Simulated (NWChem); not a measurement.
Molecule: CBr, doublet; SMILES [C]Br

```xyz
2

C      0.0000     0.0000    -1.5089
Br     0.0000     0.0000     0.2632
```
Atoms are numbered in this order, from 1.

All runs: NWChem. Pople sets run with spherical d functions. Spin-unrestricted. The state is orbitally degenerate and is run as one real component. All runs use the structure optimised with PBE0-D3(BJ)/def2-TZVP, spin-unrestricted. No stability test was run on the SCF state. Vzz is the largest principal value of the second derivative of the potential at the nucleus (NWChem prints the opposite sign); η is the asymmetry. Non-relativistic.

| level | Vzz Br2 (a.u.) | η Br2 |
|---|---|---|
| B3LYP/def2-SVP | (withheld) | (withheld) |
| B3LYP/cc-pVTZ | -3.354 | 0.79 |
| UHF/def2-TZVP | 3.930 | 0.76 |
| UHF/6-31G* | 3.681 | 0.72 |

Q: Some entries are withheld; supply them.

A: 
- B3LYP/def2-SVP, Vzz Br2 (a.u.): -3.506
- B3LYP/def2-SVP, η Br2: 0.84
